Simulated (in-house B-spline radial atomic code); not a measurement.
Ionisation energies with and without relativity, with size and susceptibility from the Dirac run. Dirac energy differences include first-order Breit, QED and recoil terms. NIST's values go from ground level to ground level; the uncertainty of those that are theory runs from under 0.1 % in few-electron ions to several per cent in heavy many-electron ones. Computed with a radial B-spline atomic code at the basis-set limit: non-relativistic Hartree-Fock and Dirac-Hartree-Fock, averages of the configuration (point nuclei without relativity, finite nuclei with it).

| ion | configuration | configuration after | ionisation non-relativistic (eV) | ionisation Dirac Breit and QED (eV) | tabulated value (eV) | tabulated kind | radius at density 0.001 (bohr) | diamagnetic susceptibility (10⁻⁶ cm³/mol) |
| --- | --- | --- | --- | --- | --- | --- | --- | --- |
| K+ | [Ne] 3s2 3p6 | [Ne] 3s2 3p5 | 30.64 | 30.62 | 31.625 | measured | 3.296 | -15.427 |
| Ca+ | [Ar] 4s1 | [Ne] 3s2 3p6 | 11.31 | 11.35 | 11.87172 | measured | 4.349 | -24.609 |
| Sc+ | [Ar] 3d1 4s1 | [Ar] 3d1 | ? | ? | ? | measured | ? | ? |
| Ti+ | [Ar] 3d2 4s1 | [Ar] 3d2 | ? | ? | ? | measured | ? | ? |
| V+ | [Ar] 3d4 | [Ar] 3d3 | 12.67 | 12.58 | 14.634 | measured | 3.57 | -17.657 |
| Cr+ | [Ar] 3d5 | [Ar] 3d4 | 13.58 | 13.47 | 16.48631 | measured | 3.498 | -17.14 |

Question: Fill in the row of Sc+.

Answer: ionisation non-relativistic (eV): 12.02; ionisation Dirac Breit and QED (eV): 12.08; tabulated value (eV): 12.79977; radius at density 0.001 (bohr): 4.299; diamagnetic susceptibility (10⁻⁶ cm³/mol): -24.122.

Question: Fill in the row of Ti+.

Answer: ionisation non-relativistic (eV): 12.64; ionisation Dirac Breit and QED (eV): 12.72; tabulated value (eV): 13.5755; radius at density 0.001 (bohr): 4.219; diamagnetic susceptibility (10⁻⁶ cm³/mol): -23.372.
